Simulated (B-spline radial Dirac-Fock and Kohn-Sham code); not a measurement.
**Elastic and transport cross sections of tin for electrons**

Method: relativistic (Dirac) partial waves in the static field of the Dirac-Fock atom with Furness-McCarthy exchange, without polarisation or absorption potentials. Computed with a B-spline atomic structure program. σ_tr1 and σ_tr2 weight the cross section with 1 − P₁ and 1 − P₂ of cos θ; "backward" is the share scattered beyond 90°.

```
energy (eV)  σ (a₀²)  σ_tr1 (a₀²)  σ_tr2 (a₀²)  σ/σ_tr1  backward (%)
       1580     7.57         1.16         1.26     6.51           5.8
       1590     7.55         1.15         1.26     6.54           5.8
       1650     7.41         1.10         1.21     6.72           5.6
       1820     7.04        0.974         1.11     7.23           5.1
       1920     6.85        0.910         1.06     7.53           4.9
       2000     6.70        0.863         1.02     7.77           4.7
       2790     5.61        0.555        0.739     10.1           3.5
       3000     5.39        0.503        0.686     10.7           3.3
       3220     5.18        0.456        0.637     11.4           3.0
       4970     4.05        0.247        0.394     16.4           1.9
       5000     4.03        0.245        0.391     16.5           1.9
      10000     2.64       0.0874        0.164     30.2          0.80
      11200     2.46       0.0735        0.141     33.4          0.69
      12400     2.30       0.0628        0.123     36.6          0.60
      12800        ?            ?            ?        ?             ?
      14600     2.07       0.0488       0.0980     42.3          0.49
      19400     1.71       0.0312       0.0654     54.6          0.34
```

Task: Fill in the row for 12.8 keV.

Result: σ = 2.25 a₀², σ_tr1 = 0.0598 a₀², σ_tr2 = 0.118 a₀², σ/σ_tr1 = 37.6, backward 0.58 %. The ratio σ/σ_tr1 is roughly the number of elastic collisions that randomise the direction.
